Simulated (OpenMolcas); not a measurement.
neutral cobalt: effect of correlating more closed shells

```yaml
Program: OpenMolcas 26.06
Basis: ANO-RCC-VTZP [6s5p3d2f1g]
Scalar_Hamiltonian: DKH2, point nucleus
Active_space: 9 electrons in 6 orbitals (3d 4s)
State_averaging: 2S+1 = 4 even, 20 roots; 2S+1 = 2 even, 40 roots kept (CI in the orbitals of an earlier block)
Spin-orbit_coupling: state interaction with AMFI integrals over the reference wave functions, term energies averaged over their components
```

Methods on the same reference wave functions:
A. CASSCF
B. MS-CASPT2, IPEA 0.25 Eh, imaginary shift 0.1 Eh (closed shells correlated: none)
C. MS-CASPT2, IPEA 0.25 Eh, imaginary shift 0.1 Eh (closed shells correlated: 3s 3p)

Energies in cm-1 above 3d7 4s2 4F 9/2, the measured ground level; measured values from NIST Handbook of Basic Atomic Spectroscopic Data.

| Level | A | B | C | Measured |
| --- | --- | --- | --- | --- |
| 3d7 4s2 4F 9/2 | 0.0 | 0.0 | 0.0 | 0.0 |
| 3d7 4s2 4F 7/2 | 772 | 772 | 774 | 816 |
| 3d7 4s2 4F 5/2 | 1342 | 1341 | 1342 | 1407 |
| 3d7 4s2 4F 3/2 | 1733 | 1730 | 1729 | 1809 |
| 3d8 4s 4F 9/2 | 12388 | 7710 | 7860 | 3483 |
| 3d8 4s 4F 7/2 | 13097 | 8390 | 8540 | 4143 |
| 3d8 4s 4F 5/2 | 13675 | 8980 | 9130 | 4690 |
| 3d8 4s 4F 3/2 | 14090 | 9410 | 9540 | 5076 |
| 3d7 4s2 2G 9/2 | 17670 | 17730 | 16590 |  |
| 3d7 4s2 4P 5/2 | 17835 | 15730 | 15160 | 13795 |
| 3d7 4s2 4P 3/2 | 18090 | 16010 | 15360 | 14036 |
| 3d8 4s 2F 7/2 | 18097 | 11130 | 11360 | 7442 |
| 3d7 4s2 2G 7/2 | 18415 | 18470 | 17330 |  |
| 3d7 4s2 4P 1/2 | 18447 | 16350 | 15750 | 14399 |
| 3d8 4s 2F 5/2 | 19206 | 12210 | 12440 | 8461 |
| 3d7 4s2 2P 3/2 [63 %] | 23235 | 22140 | 19350 |  |
| 3d7 4s2 2H 11/2 | 23582 | 23920 | 22590 |  |
| 3d7 4s2 2P 1/2 | 23998 | 22670 | 20040 |  |
| 3d7 4s2 2H 9/2 | 24231 | 24570 | 23230 |  |
| 3d7 4s2 2D 5/2 [72 %] | 25291 | 24630 | 22880 |  |
| 3d7 4s2 2D 3/2 [73 %] | 26384 | 25620 | 23850 |  |

Deviations, from unrounded energies. A percentage is the sum of absolute deviations over the sum of measured energies, with the sign that they share, or ± where signs differ.

```tsv
Against measurement	Levels	A	B	C
mean absolute deviation (cm-1)	12	5800	2500	2500
fine structure of the ground term (%)	3	-4.6	-4.7	-4.6
other terms of the ground configuration (%)	3	+28.8	+13.9	+9.6
other configurations (%)	6	+172.0	+73.7	+76.8
```

B, C lie about equally close to measurement and A furthest from it. The largest miss of C in the table is 3d8 4s 4F 3/2, by +4500 cm-1. The ranking rests on the paired levels alone, and a cruder setting can come out closer through cancelling errors.

Between B and C the level of the table that moves most is 3d7 4s2 2P 3/2 [63 %], by 2800 cm-1 (lowest in C, highest in B). Moves below CASPT2's spread within the term are not significant.

The mean deviations of B to C differ by less than CASPT2's widest spread within a term (2300 cm-1), so their order carries little weight.

From A to B the spin-free energies of the other terms of 3d7 4s2 shown, above 4F, scale by factors of 0.88 to 1.01.

The lowest spin-free term lies below A's lowest term by 0.307 hartree in B, 0.624 hartree in C.

What an inner shell adds also hangs on whether the basis holds functions to correlate it.

Term energies are means over components that CASPT2 splits; among the terms shown or strongly mixed into the levels shown the widest spread is 2300 cm-1 (3d8 4s 2F, C). Terms from blocks run as CI alone lack orbitals of their own. A single d shell beside an s shell can misplace configurations of different d count against each other. Without dynamic correlation excited terms often stand tens of per cent too high (terms of higher spin than the ground term too low), and those without a measured partner can miss by more than the paired ones (holds for A). The CASPT2 spread within a term exceeds the gap to the next term for 3d7 4s2 2H and 3d7 4s2 2D, so the order of their levels is uncertain (holds for C). Measured partners are found by configuration, term and J. A level has none where our copy of the source lacks it or the pairing is in doubt (some pairs that miss far off the trend of their configuration count as doubtful), and it then counts in no deviation. Only configurations of the active space appear. Levels that lie high or do not pair safely by name in every column are left out.

A share in square brackets marks a mixed level and gives the weight of the term that names it, the lowest over the columns.
